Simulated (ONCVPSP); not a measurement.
# An all-electron radial function and its pseudo partner (O (Z = 8))

Columns: radius, all-electron u(r) and pseudo u(r) of the 2p shell (level -9.24 eV) of oxygen in the configuration [He] 2s1.5 2p4.5; PBE, scalar-relativistic, ONCV scheme, ONCVPSP 4.0.1.

```json
{"r (bohr)": "0.103", "all-electron": "0.1086", "pseudo": "0.0353"}
{"r (bohr)": "0.205", "all-electron": "0.3005", "pseudo": "0.1336"}
{"r (bohr)": "0.308", "all-electron": "0.4853", "pseudo": "0.2795"}
{"r (bohr)": "0.410", "all-electron": "0.6306", "pseudo": "0.4463"}
{"r (bohr)": "0.513", "all-electron": "0.7358", "pseudo": "0.6115"}
{"r (bohr)": "0.615", "all-electron": "0.8023", "pseudo": "0.7501"}
{"r (bohr)": "0.718", "all-electron": "0.8373", "pseudo": "0.8506"}
{"r (bohr)": "0.820", "all-electron": "0.8472", "pseudo": "0.9053"}
{"r (bohr)": "0.923", "all-electron": "0.8387", "pseudo": "0.9186"}
{"r (bohr)": "1.025", "all-electron": "0.8174", "pseudo": "0.8986"}
{"r (bohr)": "1.128", "all-electron": "0.7871", "pseudo": "0.8560"}
{"r (bohr)": "1.230", "all-electron": "0.7514", "pseudo": "0.8025"}
{"r (bohr)": "1.332", "all-electron": "0.7126", "pseudo": "0.7458"}
{"r (bohr)": "1.435", "all-electron": "0.6719", "pseudo": "0.6906"}
{"r (bohr)": "1.538", "all-electron": "0.6308", "pseudo": "0.6399"}
{"r (bohr)": "1.640", "all-electron": "0.5907", "pseudo": "0.5943"}
{"r (bohr)": "1.743", "all-electron": "0.5513", "pseudo": "0.5523"}
{"r (bohr)": "1.845", "all-electron": "0.5137", "pseudo": "0.5139"}
{"r (bohr)": "1.948", "all-electron": "0.4776", "pseudo": "0.4776"}
{"r (bohr)": "2.050", "all-electron": "0.4436", "pseudo": "0.4436"}
{"r (bohr)": "2.153", "all-electron": "0.4114", "pseudo": "0.4113"}
{"r (bohr)": "2.255", "all-electron": "0.3813", "pseudo": "0.3813"}
{"r (bohr)": "2.358", "all-electron": "0.3530", "pseudo": "0.3530"}
{"r (bohr)": "2.460", "all-electron": "0.3268", "pseudo": "0.3267"}
{"r (bohr)": "2.562", "all-electron": "0.3023", "pseudo": "0.3023"}
{"r (bohr)": "2.665", "all-electron": "0.2794", "pseudo": "0.2794"}
```

How many radial nodes do the two functions have?

The all-electron 2p function has n − l − 1 = 0; the pseudo-wave has 0.

At about which radius was the pseudo-wave matched?

2.05 bohr. The columns agree to 0.0005 from 1.84 bohr on; several derivatives are matched, so the curves merge somewhat inside the radius.

Is the pseudo-wave norm-conserving?

Yes: the ONCV scheme keeps the norm inside the radius equal to the all-electron one, which fixes the energy derivative of the logarithmic derivative at the level.
